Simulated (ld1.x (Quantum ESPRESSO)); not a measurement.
# Cs (Z = 55), TM: configuration errors across variants

```
Element                 : caesium
Generator               : ld1.x (Quantum ESPRESSO) 7.5
Type                    : norm-conserving Troullier–Martins (Kleinman–Bylander form)
Functional              : PBE
Relativity              : fully relativistic
Frozen core             : [Xe]
Valence charge          : 1
Reference configuration : 5d0 6s1 6p0
Partial waves           : 6s (bound): rc 3.55 bohr; 6p (bound, empty): rc 3.95 bohr; 5d (bound, empty): rc 4.20 bohr
Local potential         : all-electron potential smoothed inside 3.15 bohr (lloc = -1)
Core correction         : Bessel-smoothed model core inside 2.30 bohr
```

Open shells are filled in proportion to 2j + 1 (rel_dist='average').

All-electron excitation energies from the reference (eV): (1) 5d0 6s0.5 6p0 1.470; (2) 5d1 6s0 6p0 1.672; (3) 5d0.5 6s0.5 6p0 0.843.

Tests that are not counted but printed errors over 1 eV. “all radii but the core radius scaled by about 0.74 (s 2.64, p 2.94, d 3.12 bohr); local potential all-electron potential smoothed inside 2.34 bohr (lloc = -1)”: 5d0 6s0 6p1 (solver errors, printed error -1.2 eV).

A true bound ghost makes a file unfit for plane-wave use even where its test errors are small: the radial tests pick states by their node count and pass the ghost by. Where a test does run into it, the solver fails or the error is huge.

Errors AE − PS in meV (a dash: test not solved or not reliable):

```tsv
change	(1)	(2)	(3)	bound ghosts
base	-2.8	-4.3	-1.3	s, p3/2
all radii but the core radius scaled by about 0.74 (s 2.64, p 2.94, d 3.12 bohr); local potential all-electron potential smoothed inside 2.34 bohr (lloc = -1)	-4.8	-11	-3.0	p1/2, p3/2, s
all radii but the core radius scaled by about 0.86 (s 3.06, p 3.40, d 3.62 bohr); local potential all-electron potential smoothed inside 2.72 bohr (lloc = -1)	-3.5	-3.8	-1.2	p3/2, s, p1/2
all radii but the core radius scaled by about 1.14 (s 4.04, p 4.50, d 4.78 bohr); local potential all-electron potential smoothed inside 3.58 bohr (lloc = -1)	-3.7	-4.6	-1.4	s
all radii but the core radius scaled by about 1.21 (s 4.30, p 4.78, d 5.08 bohr); local potential all-electron potential smoothed inside 3.80 bohr (lloc = -1)	+0.6	-4.2	-1.2	none
all radii but the core radius scaled by about 1.29 (s 4.56, p 5.08, d 5.40 bohr); local potential all-electron potential smoothed inside 4.06 bohr (lloc = -1)	-0.6	-3.0	-0.9	none
all radii but the core radius scaled by about 1.38 (s 4.90, p 5.46, d 5.80 bohr); local potential all-electron potential smoothed inside 4.36 bohr (lloc = -1)	-2.4	-1.0	-0.3	none
```

Give the same row for: all radii but the core radius scaled by about 0.96 (s 3.40, p 3.80, d 4.04 bohr); local potential all-electron potential smoothed inside 3.02 bohr (lloc = -1).

-3.0, -3.7, -1.2; bound ghosts: s, p3/2, p1/2.
